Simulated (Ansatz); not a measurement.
Ansatz (a first-principles code) input (CAM-B3LYP/def2-TZVPD):

Ansatz 0.2 input:
```yaml
crystal:
  periodic: [false, false, false]
  atoms:
    - {symbol: Si, position_ang: [0.03050010, -1.30183198, 0.66229852]}
    - {symbol: O, position_ang: [1.37595055, -0.52004313, 0.14740958]}
    - {symbol: Si, position_ang: [2.09979190, 0.92040180, -0.17333443]}
    - {symbol: O, position_ang: [-1.30800471, -0.63943882, -0.01062730]}
    - {symbol: Si, position_ang: [-2.15730007, 0.71006130, -0.40774511]}
    - {symbol: H, position_ang: [0.12365221, -2.70590042, 0.16810927]}
    - {symbol: H, position_ang: [2.42645471, 0.98805252, -1.61396591]}
    - {symbol: H, position_ang: [1.18618283, 2.03386537, 0.17626428]}
    - {symbol: H, position_ang: [3.33845413, 1.02847855, 0.62643056]}
    - {symbol: H, position_ang: [-2.32714759, 1.57259766, 0.78375079]}
    - {symbol: H, position_ang: [-1.43333602, 1.46598052, -1.45510239]}
    - {symbol: H, position_ang: [-3.47971405, 0.29194592, -0.91681040]}
basis:
  gaussian:
    orbitals: def2-TZVPD
hamiltonian:
  xc: {name: CAM-B3LYP}
magnetization: {spin_polarized: true, initial_magnetization: 1}
output: {forces: true}
```

End of the output:

```
reference -27846.12241740 eV, -1023.3261240597 hartree; 33, 32 occupied and 239, 240 virtual orbitals, 1577 factors
Total energy: -27846.12241740 eV, -1023.3261240597 hartree
Atom 0 at     0.030500    -1.301832     0.662299 Å, force     0.012749     0.101730    -0.231678 eV/Å
Atom 1 at     1.375951    -0.520043     0.147410 Å, force    -0.122837     0.068811     0.036721 eV/Å
Atom 2 at     2.099792     0.920402    -0.173334 Å, force    -0.018136    -0.122656     0.030479 eV/Å
Atom 3 at    -1.308005    -0.639439    -0.010627 Å, force     0.105503     0.076924     0.053203 eV/Å
Atom 4 at    -2.157300     0.710061    -0.407745 Å, force     0.026556    -0.118468     0.032909 eV/Å
Atom 5 at     0.123652    -2.705900     0.168109 Å, force    -0.007040     0.081943     0.050990 eV/Å
Atom 6 at     2.426455     0.988053    -1.613966 Å, force    -0.010115    -0.004626     0.050898 eV/Å
Atom 7 at     1.186183     2.033865     0.176264 Å, force     0.031900    -0.035465    -0.008784 eV/Å
Atom 8 at     3.338454     1.028479     0.626431 Å, force    -0.043739    -0.005735    -0.027337 eV/Å
Atom 9 at    -2.327148     1.572598     0.783751 Å, force     0.004490    -0.029760    -0.036852 eV/Å
Atom 10 at    -1.433336     1.465981    -1.455102 Å, force    -0.026088    -0.025861     0.031674 eV/Å
Atom 11 at    -3.479714     0.291946    -0.916810 Å, force     0.046755     0.013162     0.017775 eV/Å
Dipole moment:    -0.005522     0.143109    -0.017665 e Å
```

It need not be the lowest isomer of its formula.
